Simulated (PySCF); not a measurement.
**Correlation energy of He (helium, neutral)**

1s2, closed-shell 1S. Computed with PySCF 2.14 in dyall-av2z (7s2p, 13 functions), with no relativity, point nucleus. Frozen: nothing; 2 electrons correlated; the 2 highest virtual orbitals of each spin left out.

With two correlated electrons CCSD is exact within the correlated space (frozen core and kept virtual orbitals).

| level | correlation energy (mhartree) |
| --- | --- |
| CCSD | -35.63 |

Diagnostics: T1 = 0.0025, D1 = 0.0035, largest double amplitude 0.038.

Is a single reference adequate?

Yes: T1 lies below 0.03 and no double amplitude reaches 0.07.
